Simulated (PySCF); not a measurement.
# What a mistake does to a calculation on AlC2H9Si

These are calculations, not measurements. The program is PySCF 2.14.0, an open-source quantum chemistry code, run on an isolated molecule that a program drew, which may never have been made. The molecule is AlC2H9Si (charge 0, singlet), drawn as the SMILES string `[AlH2][CH2]C[SiH3]`.

Each row is a Hartree-Fock (HF) and frozen-core CCSD(T) single point in the cc-pV(D+d)Z basis, meant for a local HF minimum. Run 1 is clean. Each other run has one planted mistake out of seven kinds, and not every kind appears here: one electron removed, one electron added, multiplicity raised by two, geometry at a saddle point, minimal basis STO-3G, one bond length entered in bohr, all coordinates scaled. The reference is restricted for singlets and unrestricted otherwise, and also for a bond in bohr. Adding or removing an electron swaps singlet and doublet. Electrons count all cores. HOMO and LUMO are orbital energies over both spins, the gradient is its largest component, and the lowest frequency (negative if imaginary) is given only where the gradient is small. Bond lengths are over the 12 bonds as drawn. T1 is the CCSD diagnostic: over 0.02 (restricted) or 0.045 (unrestricted) a single reference is doubtful.

Geometry of the clean run:
```xyz
13
AlC2H9Si, angstrom
Al   -1.4838   -1.3598   -0.2550
C     0.4413   -1.2364    0.1826
C     0.8157   -0.6248    1.5536
Si    0.4877    1.2286    1.6489
H    -1.9606   -1.3582   -1.7653
H    -2.5482   -1.5562    0.9020
H     0.9715   -0.7181   -0.6267
H     0.8131   -2.2725    0.1317
H     0.2505   -1.1076    2.3590
H     1.8733   -0.7950    1.7881
H    -0.9132    1.4952    1.2130
H     0.6612    1.7532    3.0244
H     1.3877    1.9735    0.7343
```

| run | electrons | basis functions | <S^2> | HOMO (eV) | LUMO (eV) | gradient (hartree/bohr) | lowest frequency (cm^-1) | mean bond (Å) | longest bond (Å) | T1 | HF (hartree) | CCSD(T) (hartree) | mistake |
|---|---|---|---|---|---|---|---|---|---|---|---|---|---|
| 1 | 48 | 119 | 0.000 | -10.60 | 1.46 | 2.2e-05 | 60 | 1.4523 | 1.978 | 0.0097 | -611.81368 | -612.36096 | no fault |
| 2 | 47 | 119 | 0.763 | -16.52 | -7.53 | 1.2e-01 | - | 1.4523 | 1.978 | 0.0277 | -611.48172 | -612.00335 | one electron removed |
| 3 | 49 | 119 | 0.766 | 0.49 | 7.46 | 1.6e-02 | - | 1.4523 | 1.978 | 0.0120 | -611.77727 | -612.34208 | ? |
| 4 | 48 | 37 | 0.000 | -8.32 | 8.84 | 4.4e-02 | - | 1.4523 | 1.978 | 0.0051 | -604.66807 | -604.91399 | ? |

**Which mistake was planted in run 3, and what did it cost?**

It counts 49 electrons, one more than the clean run, at the same geometry and basis. So the mistake is: one electron added. Subtracting run 1 and multiplying by 627.51 kcal/mol a hartree, the energy moved by 22.8 kcal/mol in HF and 11.8 kcal/mol in CCSD(T).

**Which mistake was planted in run 4, and what did it cost?**

It has 37 basis functions where the clean run has 119, with the same electrons and geometry. So the mistake is: minimal basis STO-3G. Subtracting run 1 and multiplying by 627.51 kcal/mol a hartree, the energy moved by 4483.9 kcal/mol in HF and 4673.0 kcal/mol in CCSD(T).

Cautions from the logs. Run 3: the HOMO is above zero, so the electron isn't bound and the energy depends on the basis.
